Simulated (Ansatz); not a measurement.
Isolated molecules relaxed with PBE0-D4/def2-TZVP in Ansatz; ΔE leaves out vibrations. CBS: MP2 limit from def2 TZ/QZ plus the TZ coupled-cluster correction, frozen cores. This one scheme is used for every species, atoms too. Functionals use def2-TZVPP. B3LYP here is the variant with VWN-RPA as its local correlation; programs differ in this. HSE06 is defined as in plane-wave codes. No spin–orbit coupling; open shells (•) take unrestricted orbitals. Spin–orbit coupling would lower the free atoms: a little for O; strongly for In. Elements past krypton have def2 core potentials. Bonds to As, In are less sure, by a few kJ/mol each and by 10 to 20 or more in all where they break to atoms, as the def2 sets lack core-valence functions. Scalar relativity is left out up to krypton. Each species was taken in one conformer, which may not be the lowest.

`[OH][In-]([OH])([OH])[AsH3+]` → As• + 6 H• + In• + 3 O•  (atomization)

CCSD(T)/CBS gives +790.5 kcal/mol.

**Question.** Another level gave +772.8 kcal/mol. Which?
A. B3LYP-D4/def2-TZVPP
B. HSE06/def2-TZVPP
C. PBE/def2-TZVPP
D. BHLYP/def2-TZVPP

**Answer.** A. B3LYP-D4 772.8, HSE06 758.0, BHLYP 729.3, PBE 783.6 kcal/mol.

Largest T1 diagnostic among the species: 0.015.

From PBE to PBE0 (25 % exact exchange), in def2-TZVPP and without D4, ΔE moves by −26.0 kcal/mol: exact exchange takes away binding that semilocal exchange gives to molecules. Leaving LDA and LC-ωPBE aside and taking each functional with its dispersion term where it has one, the values, not all of them listed here, spread over 52.0 kcal/mol, from BHLYP-D4 to PBE-D4. LDA lies +130.7 kcal/mol from PBE without D4, its usual overbinding.

For atomizations the MP2-based limit and the directly extrapolated one differ by several kJ/mol either way, and by 10 to 25 for some Ge, Se and Sn compounds, so smaller differences from it don't rank the levels.
